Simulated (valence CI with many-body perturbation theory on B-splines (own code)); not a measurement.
## E1 transitions of Se²⁸⁺

Calculated by configuration interaction combined with many-body perturbation theory (CI+MBPT): four valence electrons over a frozen Dirac-Fock core [He], a basis of 11 s, 11 p, 9 d, 7 f, 5 g, 2 h, 1 i functions for each j, with the one-electron correlation potential Σ1 (screened to all orders), the two-electron term Σ2, the three-electron term Σ3, Breit, model QED; selected single and double excitations, second order for the rest (own B-spline code, finite nucleus).

The last digits are not significant, and no measured levels were compared; by estimate large intervals hold to a few tenths of a per cent, small ones and those within an open d or f shell to about a per cent. Among the levels kept, up to 280 cm⁻¹ of a level comes from second order outside the variational space, and about a tenth of that is noise between levels of different J, which matters for small intervals.

Lines 1 to 50 of 252 in falling wavelength, among levels below 16165 × 10³ cm⁻¹, chosen from the strongest by gf and those to the six lowest levels. Wavelengths and rates use the calculated energies. Electric multipoles are in the length gauge, E1 and E2 with the static RPA response of the core. Weak lines are less certain than strong ones. Lines between different terms over intervals too small for the method are left out, as are lines whose strength nearly cancels. Where a level lies close to another of its J and parity, the split of strength between their lines is uncertain. The highest levels of a list are the least certain.

Levels are named by their leading jj configuration (3d3/2^4 stands for four electrons in 3d with j = 3/2), which in mixed levels can hold well under half, so a name can repeat and another be missing. Letters in brackets count levels of one name in rising energy.

| λ vac (nm) | Upper | Lower | A (s⁻¹) | log gf | Branch % |
| --- | --- | --- | --- | --- | --- |
| 37.31 | (2s 2p3/2^2 3p1/2) J=3 | (2s 2p3/2^2 3s) J=2 [a] | 1.45e+09 | -0.67 | 0.0 |
| 36.29 | (2s 2p1/2 2p3/2 3d5/2) J=5 | (2s 2p1/2 2p3/2 3p3/2) J=4 | 1.90e+09 | -0.38 | 86.4 |
| 35.19 | (2s 2p1/2 2p3/2 3p1/2) J=3 | (2s 2p1/2 2p3/2 3s) J=3 | 1.46e+09 | -0.72 | 0.0 |
| 35.13 | (2s 2p1/2 2p3/2 3d5/2) J=4 [a] | (2s 2p1/2 2p3/2 3p3/2) J=3 [a] | 1.97e+09 | -0.48 | 0.2 |
| 34.09 | (2s 2p1/2^2 3d5/2) J=3 | (2s 2p1/2^2 3p3/2) J=2 | 2.03e+09 | -0.61 | 0.0 |
| 32.98 | (2s^2 2p3/2 3d5/2) J=4 | (2s^2 2p3/2 3p3/2) J=3 | 2.30e+09 | -0.47 | 79.6 |
| 32.83 | (2s 2p1/2 2p3/2 3p1/2) J=2 [a] | (2s 2p1/2 2p3/2 3s) J=2 [a] | 1.83e+09 | -0.83 | 0.0 |
| 31.86 | (2s^2 2p1/2 3d5/2) J=3 | (2s^2 2p1/2 3p3/2) J=2 | 2.58e+09 | -0.56 | 0.0 |
| 31.45 | (2s 2p1/2 2p3/2 3d5/2) J=3 [a] | (2s 2p1/2 2p3/2 3p3/2) J=2 [a] | 1.61e+09 | -0.78 | 0.0 |
| 31.42 | (2s^2 2p3/2 3p1/2) J=2 | (2s^2 2p3/2 3s) J=2 | 2.25e+09 | -0.78 | 0.5 |
| 31.10 | (2s 2p1/2 2p3/2 3p3/2) J=2 [b] | (2s 2p1/2 2p3/2 3s) J=2 [b] | 2.55e+09 | -0.73 | 0.0 |
| 30.79 | (2s 2p1/2 2p3/2 3d3/2) J=2 [b] | (2s 2p1/2 2p3/2 3p1/2) J=2 [b] | 1.65e+09 | -0.93 | 0.0 |
| 30.78 | (2s^2 2p1/2 3d5/2) J=2 | (2s^2 2p1/2 3p3/2) J=1 | 2.52e+09 | -0.75 | 0.0 |
| 30.11 | (2s 2p1/2 2p3/2 3d5/2) J=4 [b] | (2s 2p1/2 2p3/2 3p3/2) J=3 [b] | 2.90e+09 | -0.45 | 0.0 |
| 29.98 | (2s 2p1/2 2p3/2 3d5/2) J=2 [a] | (2s 2p1/2 2p3/2 3p3/2) J=1 [a] | 2.16e+09 | -0.84 | 0.0 |
| 29.74 | (2s^2 2p3/2 3d5/2) J=3 | (2s^2 2p3/2 3p3/2) J=2 | 2.65e+09 | -0.61 | 0.0 |
| 29.55 | (2s 2p1/2 2p3/2 3p3/2) J=2 [a] | (2s 2p1/2 2p3/2 3s) J=1 [a] | 2.58e+09 | -0.77 | 0.0 |
| 29.28 | (2s 2p1/2 2p3/2 3p3/2) J=1 [b] | (2s 2p1/2 2p3/2 3s) J=2 [b] | 3.24e+09 | -0.90 | 0.0 |
| 28.58 | (2s 2p1/2 2p3/2 3p3/2) J=3 [b] | (2s 2p1/2 2p3/2 3s) J=2 [b] | 3.02e+09 | -0.59 | 0.0 |
| 28.58 | (2s 2p1/2 2p3/2 3d3/2) J=4 | (2s 2p1/2 2p3/2 3p1/2) J=3 | 2.42e+09 | -0.57 | 0.8 |
| 28.43 | (2s 2p3/2^2 3p3/2) J=1 | (2s 2p3/2^2 3s) J=2 [a] | 3.55e+09 | -0.89 | 0.0 |
| 28.31 | (2s 2p1/2 2p3/2 3p3/2) J=3 [c] | (2s 2p1/2 2p3/2 3s) J=2 [c] | 4.47e+09 | -0.43 | 0.1 |
| 28.31 | (2s 2p1/2 2p3/2 3d3/2) J=3 | (2s 2p1/2 2p3/2 3p1/2) J=2 [a] | 2.42e+09 | -0.69 | 0.0 |
| 28.30 | (2s 2p1/2^2 3d5/2) J=2 | (2s 2p1/2^2 3p3/2) J=1 | 3.24e+09 | -0.71 | 0.0 |
| 27.90 | (2s 2p3/2^2 3p1/2) J=2 | (2s 2p1/2 2p3/2 3s) J=1 [c] | 1.94e+09 | -0.95 | 0.0 |
| 27.85 | (2s 2p1/2 2p3/2 3d5/2) J=3 [c] | (2s 2p1/2 2p3/2 3p3/2) J=2 [b] | 2.55e+09 | -0.68 | 0.0 |
| 27.74 | (2s^2 2p3/2 3p3/2) J=3 | (2s^2 2p3/2 3s) J=2 | 4.45e+09 | -0.44 | 2.6 |
| 27.45 | (2s 2p1/2 2p3/2 3p3/2) J=3 [a] | (2s 2p1/2 2p3/2 3s) J=2 [a] | 4.68e+09 | -0.43 | 14.7 |
| 27.24 | (2s 2p1/2 2p3/2 3p3/2) J=4 | (2s 2p1/2 2p3/2 3s) J=3 | 5.65e+09 | -0.25 | 27.1 |
| 27.22 | (2s 2p1/2 2p3/2 3p1/2) J=2 [b] | (2s 2p1/2 2p3/2 3s) J=3 | 4.31e+09 | -0.62 | 0.1 |
| 27.08 | (2s 2p1/2^2 3d3/2) J=2 | (2s 2p1/2^2 3p1/2) J=1 | 3.28e+09 | -0.74 | 0.0 |
| 27.00 | (2s^2 2p3/2 3d3/2) J=3 | (2s^2 2p3/2 3p1/2) J=2 | 2.64e+09 | -0.70 | 0.0 |
| 26.74 | (2s 2p3/2^2 3p3/2) J=4 | (2s 2p3/2^2 3s) J=3 | 5.92e+09 | -0.24 | 17.3 |
| 26.73 | (2s 2p3/2^2 3p3/2) J=3 | (2s 2p3/2^2 3s) J=3 | 3.89e+09 | -0.54 | 0.1 |
| 25.86 | (2s^2 2p1/2 3d3/2) J=2 | (2s^2 2p1/2 3p1/2) J=1 | 3.95e+09 | -0.70 | 0.0 |
| 25.43 | (2s 2p1/2 2p3/2 3p3/2) J=2 [c] | (2s 2p1/2 2p3/2 3s) J=1 [b] | 3.17e+09 | -0.81 | 0.0 |
| 25.39 | (2s^2 2p1/2 3p3/2) J=2 | (2s^2 2p1/2 3s) J=1 | 6.17e+09 | -0.53 | 3.1 |
| 25.35 | (2s^2 2p1/2 3p3/2) J=1 | (2s^2 2p1/2 3s) J=0 | 4.01e+09 | -0.94 | 0.7 |
| 25.34 | (2s 2p1/2^2 3p3/2) J=2 | (2s 2p1/2^2 3s) J=1 | 3.78e+09 | -0.74 | 0.0 |
| 25.30 | (2s 2p1/2 2p3/2 3p3/2) J=1 [d] | (2s 2p1/2 2p3/2 3s) J=0 | 3.96e+09 | -0.94 | 0.1 |
| 25.25 | (2s 2p1/2 2p3/2 3p3/2) J=2 [d] | (2s 2p1/2 2p3/2 3s) J=1 [c] | 3.31e+09 | -0.80 | 0.1 |
| 23.71 | (2s^2 2p3/2 3p3/2) J=2 | (2s^2 2p3/2 3s) J=1 | 5.36e+09 | -0.65 | 0.5 |
| 22.88 | (2s 2p1/2 2p3/2 3p3/2) J=1 [c] | (2s 2p1/2 2p3/2 3s) J=1 [b] | 6.68e+09 | -0.80 | 0.1 |
| 21.80 | (2s 2p1/2 2p3/2 3p3/2) J=3 [b] | (2s 2p1/2 2p3/2 3s) J=3 | 3.43e+09 | -0.77 | 0.0 |
| 16.05 | (2s 2p1/2^2 2p3/2) J=2 | (2s^2 2p1/2 2p3/2) J=2 | 3.67e+08 | -2.15 | 34.1 |
| 14.32 | (2s 2p1/2^2 2p3/2) J=2 | (2s^2 2p1/2 2p3/2) J=1 | 7.05e+08 | -1.97 | 65.4 |
| 12.65 | (2s 2p1/2 2p3/2^2) J=3 | (2s^2 2p3/2^2) J=2 | 3.08e+09 | -1.29 | 21.3 |
| 10.36 | (2s 2p1/2 2p3/2^2) J=1 [b] | (2s^2 2p3/2^2) J=0 | 2.38e+09 | -1.94 | 1.4 |
| 10.32 | (2s 2p1/2^2 2p3/2) J=1 | (2s^2 2p1/2 2p3/2) J=2 | 1.91e+09 | -2.04 | 4.2 |
| 9.482 | (2p1/2 2p3/2^3) J=2 | (2s 2p3/2^3) J=2 | 4.18e+10 | -0.55 | 34.4 |
